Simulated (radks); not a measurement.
Charge is removed step by step from the 1s down level of neutral oxygen, starting from 1s(up 1, down 1) 2s2 2p4. Calculated with a radial shooting solver on a logarithmic mesh with Libxc functionals: scalar-relativistic Kohn-Sham, PBE, spin-polarised, spherical densities, finite nucleus; open shells are filled with parallel spins first; Fermi nuclear charge, rms radius 2.6991 fm.

removed (e)  E - E(0) (eV)  eigenvalue (eV)
0                    0.000          -513.58
0.125               64.714          -521.86
0.25                130.46          -530.03
0.375               197.21          -538.01
0.5                 264.94          -545.70
0.625               333.61          -552.92
0.75                403.14          -559.31
0.875               473.37          -564.02

The mean slope of the eigenvalue, de/dn, is 57.6 eV per electron.
